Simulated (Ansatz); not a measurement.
`O=[C]([AlH2])O[SiH3]`, relaxed with RKS PBE-D4/def2-SVP in the Gaussian-basis code of Ansatz from a rough embedded geometry. The force threshold is 0.03 eV/Å; the program also tests the step.

Total charge 0; spin multiplicity 1.

Start:

```xyz
10

O     1.300   -0.633    0.906
C     0.035   -0.319    0.654
Al   -1.361   -0.745    1.970
O    -0.319    0.274   -0.469
Si    0.800    0.777   -1.759
H    -2.884   -0.410    1.705
H    -0.920   -1.523    3.358
H     1.794    1.665   -1.181
H     1.469   -0.484   -2.293
H     0.085    1.397   -2.891
```

```csv
step,energy (eV),largest force (eV/Å),largest move (Å)
1,-19664.8303,4.116,0.000
2,-19665.2553,2.021,0.131
3,-19665.3265,0.468,0.059
4,-19665.3385,0.258,0.049
5,-19665.3414,0.028,0.031
```

End:

```xyz
10

O     1.263   -0.562    0.754
C     0.072   -0.311    0.616
Al   -1.366   -0.771    1.975
O    -0.383    0.312   -0.509
Si    0.836    0.709   -1.699
H    -2.892   -0.394    1.690
H    -0.882   -1.496    3.310
H     1.836    1.675   -1.141
H     1.496   -0.527   -2.226
H     0.020    1.365   -2.770
```

Run time 6.5 s (4 threads of an Arm Neoverse V2 on a shared host); peak host memory 0.16 GiB.
